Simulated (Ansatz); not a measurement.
`C=C([SiH3])[SiH3]` → 2 C• + 8 H• + 2 Si•  (atomization)

Program: Ansatz. Geometries: PBE0-D4/def2-TZVP. ΔE: electronic, gas phase. CCSD(T)/CBS adds triple-zeta CCSD(T) − MP2 to the extrapolated MP2 energy (def2 sets, frozen cores). This one scheme is used for every species, atoms too. Functionals use def2-TZVPP. No spin–orbit coupling; open shells (•) take unrestricted orbitals. Spin–orbit coupling would lower the free atoms: a little for C, Si.

`C=C([SiH3])[SiH3]`:

Cartesian coordinates in Å:
```
C 1.286 0.875 -0.535
C 0.240 0.164 -0.100
Si -0.666 0.712 1.436
Si -0.286 -1.360 -1.040
H 1.848 0.598 -1.425
H 1.633 1.771 -0.023
H -0.625 -0.355 2.473
H -2.097 0.982 1.126
H -0.032 1.947 1.969
H 0.605 -1.546 -2.216
H -1.695 -1.226 -1.501
H -0.212 -2.562 -0.166
```

(1) What is ΔE at CCSD(T)/CBS? (Estimate.)

(2) What do these levels give: PBE0-D4, ωB97M-V, B2PLYP, CCSD/def2-TZVPP, HF/CBS(def2), MP2/CBS(def2)? (Best estimate.)

Largest T1 diagnostic among the species: 0.012.

## Answers

(1) The calculation gave: +985.5 kcal/mol.

(2) Computed: PBE0-D4 979.8, ωB97M-V 986.5, B2PLYP 973.6, CCSD/def2-TZVPP 951.9, HF/CBS(def2) 753.7, MP2/CBS(def2) 986.0 kcal/mol.

The D4 term adds +10.3 kcal/mol with B3LYP and +5.4 kcal/mol with PBE0; it sums over pairs of atoms, weighted by their polarisabilities, and B3LYP, whose exchange is more repulsive, gets the larger term. In def2-TZVPP, CCSD(T) changes the Hartree–Fock value by +210.7 kcal/mol (the triples alone add +10.8 kcal/mol) and MP2 by +211.2 kcal/mol; breaking electron pairs costs correlation energy, which Hartree–Fock lacks.

B3LYP here is the variant with VWN-RPA as its local correlation; programs differ in this.

For atomizations the MP2-based limit and the directly extrapolated one differ by several kJ/mol either way, and by 10 to 25 for some Ge, Se and Sn compounds, so smaller differences from it don't rank the levels.
